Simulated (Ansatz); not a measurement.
Cost and result for the atomization energy of `O=CN1CO[SiH2]1` (11 atoms, 11 bonds).

Z-matrix (Å, degrees):
```
C
O 1 1.435
Si 1 2.252 2 47.5
N 1 1.466 2 98.2 3 0.0
H 1 1.093 2 111.3 3 118.3
H 1 1.093 2 111.3 3 -118.3
H 3 1.482 1 125.2 2 88.7
H 3 1.482 1 125.2 2 -88.8
C 4 1.351 1 124.3 2 -179.8
O 9 1.208 4 124.2 1 -0.1
H 9 1.106 4 113.1 1 179.9
```

Charge 0, multiplicity 1. All single points use the PBE0-D4/def2-TZVP geometry. It is one conformer, not always the lowest. Program: Ansatz. All runs use 4 threads of an Arm Neoverse V2 on a shared host. Times are those of one run each, without the atoms' runs, and a repeat can differ threefold. Electronic energies, without spin–orbit coupling; frozen cores. CCSD(T)/CBS adds CCSD(T) − MP2 in def2-TZVPP to the MP2 limit, and its time is that of the two runs behind it. T1 = 0.014. B3LYP takes the VWN-RPA correlation (the form of Gaussian; ORCA's B3LYP/G).

CCSD(T)/CBS is a level of theory with its own doubt, some kJ/mol a heavy atom from the limit and from the frozen cores, so smaller differences don't rank the functionals.

```tsv
level	functions	wall time	atomization (kJ/mol)	difference from CCSD(T)/CBS	per bond
PBE-D4/def2-TZVPP (with forces)	267	2.4 s	4587.3	148.2	13.5
PBE0-D4/def2-TZVPP	267	2.7 s	4455.8	16.7	1.5
B3LYP-D4/def2-TZVPP (with forces)	267	4.1 s	4443.4	4.3	0.4
r2SCAN-D4/def2-TZVPP (with forces)	267	4.4 s	4455.5	16.4	1.5
B2PLYP/def2-TZVPP	267	5.5 s	4399.2	-39.9	-3.6
ωB97X-V/def2-TZVPP	267	7 s	4471.7	32.6	3.0
ωB97M-V/def2-TZVPP (with forces)	267	10 s	4464.1	25.0	2.3
MP2/def2-QZVPP	505	20 s	4512.0	72.9	6.6
CCSD(T)/def2-TZVPP	267	3.3 min	4300.9	-138.2	-12.6
CCSD(T)/CBS(def2)	–	3.7 min	4439.1	0.0	0.0
```

From PBE to PBE0 (25 % exact exchange), in def2-TZVPP and without D4, the atomization energy moves by −127.6 kJ/mol: exact exchange takes away binding that semilocal exchange gives to molecules. The D4 term adds +39.3 kJ/mol with B3LYP and +20.5 kJ/mol with PBE0; it sums over pairs of atoms, weighted by their polarisabilities, and B3LYP, whose exchange is more repulsive, gets the larger term. In def2-TZVPP, CCSD(T) changes the Hartree–Fock value by +1264.8 kJ/mol (the triples alone add +87.9 kJ/mol) and MP2 by +1393.1 kJ/mol; breaking electron pairs costs correlation energy, which Hartree–Fock lacks.
